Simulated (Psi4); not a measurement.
Cl4Pd, charge -2, singlet, geometry from GFN2-xTB (such geometries of metal compounds can be far from the true shape) (core potentials on Pd) (a gas-phase anion, which may not be bound at this level), with bond 4-1 at 1.3 times its length. Base run: PBE0/def2-SV(P) (Psi4).

Input for Psi4:
```
memory 2 GB

molecule {
-2 1
Pd   -0.00000000   -0.00000000   -0.00000000
Cl    2.19013518   -0.73965983    0.01465684
Cl    0.73958819    2.19017230    0.01257871
Cl   -2.84717573    0.96155778   -0.01905389
Cl   -0.73958819   -2.19017230   -0.01257871
}

set {
  basis def2-sv(p)
}

energy('pbe0')
print_variables()
```

Each row names what was changed in the base input (with any setting that the change needs).

```tsv
change	ΔE vs base (µEh)	SCF cycles	grid points	basis functions	outcome
base	0.0	11	108622	96	converged
d_convergence = 1e-8	0.0	13	108622	96	converged
dft_radial_points = 50	192	11	73347	96	converged
dft_spherical_points = 110	42.9	11	40042	96	converged
scf_type = pk	-19.3	11	108622	96	converged
scf_type = out_of_core	-19.3	11	108622	96	converged
dft_radial_scheme = multiexp	-5.9	11	112741	96	converged
scf_type = dfdirj+cosx	-716	12	108622	96	converged
scf_type = cd	-212	11	108622	96	converged
dft_nuclear_scheme = stratmann	-9.2	11	99930	96	converged
diis_max_vecs = 15	0.0	11	108622	96	converged
df_basis_scf = cc-pvtz-jkfit	-	-	-	96	input refused
level_shift = 1.0	0.0	9	108622	96	converged
```

A gas-phase anion may not be bound at this level; its values then depend on the basis.

- df_basis_scf = cc-pvtz-jkfit: ended with `psi4.driver.qcdb.exceptions.BasisSetNotFound: BasisSet::construct: Unable to find a basis set for atom 1 for key JKFIT among:`
